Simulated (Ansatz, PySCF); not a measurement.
Dimer: H2 (SMILES [H][H]) (first 2 atoms) with CH3NO (SMILES NC=O); geometry from B3LYP-D3(BJ)/def2-TZVP, rigid monomers moved along the line of their centres of mass till H1···O5 is 3.61 Å.
(charge 0, multiplicity 1):
```xyz
8

H     -0.31464    -0.21505     0.47387
H      0.00559    -0.00640    -0.16754
N      1.02868     0.74951     4.34532
C     -0.04597     0.03655     4.76158
O     -0.83738    -0.51616     4.03128
H      1.20870     0.84575     3.35901
H      1.64965     1.18636     5.00289
H     -0.13214     0.00769     5.86313
```

Interaction energies are E(AB) − E(A) − E(B) at the monomers' geometry in the complex; basis-set methods are counterpoise corrected.

Correlated levels freeze the cores. CBS: X⁻³ extrapolation of the correlation energy, Hartree–Fock from the larger set.

Run with Ansatz (a program for electronic structure); PySCF for the dispersion terms. 

PBE/def2-TZVPPD gives -17.9 meV for the interaction energy.

Q: How do the other levels lie against it? Give each less PBE: PBE-D3(BJ)/def2-TZVPPD, r2SCAN/def2-TZVPPD, B3LYP/def2-TZVPPD, wB97M-V/def2-TZVPPD, MP2/CBS(aug-cc-pVDZ, aug-cc-pVTZ), MP2/CBS(aug-cc-pVDZ, aug-cc-pVTZ) + ΔCCSD(T)/aug-cc-pVDZ.

A: PBE-D3(BJ)/def2-TZVPPD -6.1; r2SCAN/def2-TZVPPD 4.7; B3LYP/def2-TZVPPD 9.1; wB97M-V/def2-TZVPPD -0.6; MP2/CBS(aug-cc-pVDZ, aug-cc-pVTZ) -1.0; MP2/CBS(aug-cc-pVDZ, aug-cc-pVTZ) + ΔCCSD(T)/aug-cc-pVDZ -1.4 meV. 2 of 6 lie above PBE; the widest gap is to B3LYP/def2-TZVPPD.
